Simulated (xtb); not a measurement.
Cl2Mg (SMILES [Cl][Mg][Cl]), singlet, from a rough starting geometry (GFN-xTB shapes and energies of metal compounds can be far from the true ones); xtb with GFN2-xTB.

Input for xtb:
```
$ xtb mol.xyz --gfn 2 --opt vtight --json

# file mol.xyz
3

Mg    -0.01193029     0.03377251     0.06995403
Cl     1.50278046     0.36188117    -1.43745278
Cl    -1.46349882    -0.34168420     1.39414827
```

### Question
What does xtb print? Leave out banner, timings and long lists.

### Answer

```
   ID    Z sym.   atoms
    1   12 Mg     1
    2   17 Cl     2, 3

           -------------------------------------------------
          |                Calculation Setup                |
           -------------------------------------------------

           -------------------------------------------------
          |                 G F N 2 - x T B                 |
           -------------------------------------------------

          ...................................................
          :                      SETUP                      :
          :.................................................:
          :  # basis functions                  30          :
          :  # atomic orbitals                  27          :
          :  # shells                            9          :
          :  # electrons                        16          :
          :  max. iterations                   250          :
          :  Hamiltonian                  GFN2-xTB          :
          :  restarted?                      false          :
          :  GBSA solvation                  false          :
          :  PC potential                    false          :
          :  electronic temp.          300.0000000     K    :
          :  accuracy                    1.0000000          :
          :  -> integral cutoff          0.2500000E+02      :
          :  -> integral neglect         0.1000000E-07      :
          :  -> SCF convergence          0.1000000E-05 Eh   :
          :  -> wf. convergence          0.1000000E-03 e    :
          :  Broyden damping             0.4000000          :
          :  net charge                          0          :
          :  unpaired electrons                  0          :
          ...................................................

 iter      E             dE          RMSdq      gap      omega  full diag
   1     -9.3641036 -0.936410E+01  0.199E+01    1.79       0.0  T
   2     -9.4645885 -0.100485E+00  0.964E+00    5.62       1.0  T
   3     -9.6081295 -0.143541E+00  0.630E+00    1.80       1.0  T
   4     -9.7497062 -0.141577E+00  0.350E+00    2.79       1.0  T
   5     -9.7451634  0.454279E-02  0.105E+00    2.49       1.0  T
   6     -9.7496286 -0.446521E-02  0.860E-01    2.77       1.0  T
   7     -9.7493493  0.279311E-03  0.595E-01    2.65       1.0  T
   8     -9.7499823 -0.633014E-03  0.300E-01    2.74       1.0  T
   9     -9.7500411 -0.587298E-04  0.291E-02    2.71       2.0  T
  10     -9.7499663  0.747346E-04  0.344E-01    2.69       1.0  T
  11     -9.7500384 -0.720973E-04  0.816E-02    2.71       1.0  T
  12     -9.7500410 -0.254483E-05  0.469E-02    2.71       1.2  T
  13     -9.7500421 -0.118028E-05  0.721E-03    2.71       8.0  T
  14     -9.7500422 -0.198223E-07  0.405E-03    2.71      14.2  T
  15     -9.7500422 -0.105702E-07  0.175E-03    2.71      33.0  T
  16     -9.7500422 -0.219866E-08  0.157E-04    2.71     368.1  T
  17     -9.7500422 -0.294165E-11  0.138E-04    2.71     416.9  T

   *** convergence criteria satisfied after 17 iterations ***

         :::::::::::::::::::::::::::::::::::::::::::::::::::::
         ::                     SUMMARY                     ::
         :::::::::::::::::::::::::::::::::::::::::::::::::::::
         :: total energy              -9.734345111929 Eh    ::
         :: gradient norm              0.049413805641 Eh/a0 ::
         :: HOMO-LUMO gap              2.714655685099 eV    ::
         ::.................................................::
         :: SCC energy                -9.750042271736 Eh    ::
         :: -> isotropic ES            0.072072990827 Eh    ::
         :: -> anisotropic ES          0.003425773345 Eh    ::
         :: -> anisotropic XC         -0.000583298965 Eh    ::
         :: -> dispersion             -0.001584383273 Eh    ::
         :: repulsion energy           0.015697159807 Eh    ::
         :: add. restraining           0.000000000000 Eh    ::
[...]
 * total energy  :    -9.7377800 Eh     change       -0.1007930E-04 Eh
 * total energy  :    -9.7377906 Eh     change       -0.1054965E-04 Eh
 * total energy  :    -9.7378011 Eh     change       -0.1053444E-04 Eh
 * total energy  :    -9.7378109 Eh     change       -0.9812973E-05 Eh
 * total energy  :    -9.7378196 Eh     change       -0.8664259E-05 Eh
 * total energy  :    -9.7378280 Eh     change       -0.8454114E-05 Eh
 * total energy  :    -9.7378368 Eh     change       -0.8755605E-05 Eh
 * total energy  :    -9.7378453 Eh     change       -0.8539033E-05 Eh
 * total energy  :    -9.7378506 Eh     change       -0.5284885E-05 Eh
 * total energy  :    -9.7378514 Eh     change       -0.8125992E-06 Eh
 * total energy  :    -9.7378518 Eh     change       -0.3664129E-06 Eh
 * total energy  :    -9.7378518 Eh     change       -0.1048581E-07 Eh
   *** GEOMETRY OPTIMIZATION CONVERGED AFTER 35 ITERATIONS ***
         :: total energy              -9.737851800327 Eh    ::
[...]
         :::::::::::::::::::::::::::::::::::::::::::::::::::::

           -------------------------------------------------
          |                Property Printout                |
           -------------------------------------------------

    * Orbital Energies and Occupations

         #    Occupation            Energy/Eh            Energy/eV
      -------------------------------------------------------------
         1        2.0000           -1.0563787             -28.7455
         2        2.0000           -1.0409340             -28.3253
         3        2.0000           -0.4920042             -13.3881
         4        2.0000           -0.4396272             -11.9629
         5        2.0000           -0.4390597             -11.9474
         6        2.0000           -0.4316396             -11.7455
         7        2.0000           -0.4302485             -11.7077
         8        2.0000           -0.4301042             -11.7037 (HOMO)
         9                         -0.3301872              -8.9849 (LUMO)
        10                         -0.0588437              -1.6012
        11                         -0.0429348              -1.1683
        12                         -0.0037488              -0.1020
        13                          0.0021486               0.0585
        14                          0.0136932               0.3726
        15                          0.0164967               0.4489
        16                          0.0288004               0.7837
        17                          0.0290033               0.7892
        18                          0.0304380               0.8283
        19                          0.0309915               0.8433
       ...                                ...                  ...
        27                          0.8888655              24.1873
      -------------------------------------------------------------
                  HL-Gap            0.0999169 Eh            2.7189 eV
             Fermi-level           -0.3801457 Eh          -10.3443 eV

     #   Z          covCN         q      C6AA      α(0)
     1  12 Mg       1.465     0.473   121.535    27.096
     2  17 Cl       0.732    -0.237   106.374    15.776
     3  17 Cl       0.732    -0.237   106.374    15.776

 Mol. C6AA /au·bohr⁶  :        949.919653
 Mol. C8AA /au·bohr⁸  :      53258.822531
 Mol. α(0) /au        :         58.647333

Wiberg/Mayer (AO) data.
largest (>0.10) Wiberg bond orders for each atom

 ---------------------------------------------------------------------------
     #   Z sym  total        # sym  WBO       # sym  WBO       # sym  WBO
 ---------------------------------------------------------------------------
     1  12 Mg   2.149 --     2 Cl   1.074     3 Cl   1.074
     2  17 Cl   1.277 --     1 Mg   1.074     3 Cl   0.202
     3  17 Cl   1.277 --     1 Mg   1.074     2 Cl   0.202
 ---------------------------------------------------------------------------

Topologies differ in total number of bonds
Writing topology from bond orders to xtbtopo.mol

molecular dipole:
                 x           y           z       tot (Debye)
 q only:        0.235       0.337       0.330
   full:        0.296       0.424       0.416       1.685
molecular quadrupole (traceless):
                xx          xy          yy          xz          yz          zz
 q only:       -1.901      -1.173       3.252       5.220       1.361      -1.352
  q+dip:       -1.843      -0.847       3.034       4.988       1.559      -1.191
   full:       -2.355      -1.309       3.969       6.431       1.805      -1.614

optimized geometry written to: xtbopt.xyz

           -------------------------------------------------
          | TOTAL ENERGY               -9.737851800327 Eh   |
          | GRADIENT NORM               0.000002776128 Eh/α |
          | HOMO-LUMO GAP               2.718878180402 eV   |
           -------------------------------------------------

normal termination of xtb
```
